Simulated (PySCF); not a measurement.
What does the PBE0-D3(BJ)/def2-SVP structure of InChI=1S/C6H8FN3/c7-6-4-8-10(9-6)5-2-1-3-5/h4-5H,1-3H2 look like in three dimensions?

```xyz
18
C6H8FN3 angstrom
F      2.7351    1.9813   -0.7939
C      2.0211    0.9053   -0.5704
C      2.4634   -0.3770   -0.2165
N      1.3773   -1.1356   -0.0957
N      0.3788   -0.3270   -0.3667
C     -0.9956   -0.7611   -0.3463
C     -1.8636   -0.4992   -1.5876
C     -3.0318   -0.1786   -0.6345
C     -2.0019    0.0450    0.4903
N      0.7080    0.9167   -0.6604
H      3.4680   -0.7583   -0.0540
H     -0.9586   -1.8217   -0.0664
H     -1.5082    0.4033   -2.1057
H     -1.9743   -1.3171   -2.3142
H     -3.6623   -1.0605   -0.4451
H     -3.6835    0.6655   -0.8989
H     -1.6836    1.0963    0.5412
H     -2.2282   -0.3177    1.5031
```

Orientation and origin are arbitrary. Atoms count from 1 in this order. N5 (pyrrole-type nitrogen) is planar (angles 122.5°, 121.7° and 115.9°, sum 360.0°, 0.00 Å off the plane of its three neighbours). The 5-membered ring C2–C3–N4–N5–N10 has internal angles of 103.0° to 115.9°; it is planar, 0.00 Å rms from its mean plane, widest ring torsion 0°. The 4-membered ring C6–C7–C8–C9 has internal angles of 87.9° to 88.9°; it is puckered, 0.13 Å rms from its mean plane, widest ring torsion 19°. Of the pairs four or more bonds apart, N10···H17 is among the closest relative to their van der Waals radii: 2.68 Å, 98 % of the sum of Bondi's values.

Bonds between heavy atoms (Å): F1–C2 1.311, C2–C3 1.402, C3–N4 1.330, N4–N5 1.313, N5–C6 1.441, C6–C7 1.537, C7–C8 1.541, C8–C9 1.541, N5–N10 1.320, C2–N10 1.316, C6–C9 1.537.

Computed, not measured: PySCF, PBE0-D3(BJ)/def2-SVP geometry optimisation, gas phase.

Point group: Cs (every atom within 0.08 Å of its image). Stationary, but not proved a minimum. The numbers are those of one conformer (N4–N5–C6–C7 -127°, N5–C6–C7–C8 -141°, C6–C7–C8–C9 19°, C7–C8–C9–C6 -19°, N5–C6–C9–C8 141°).
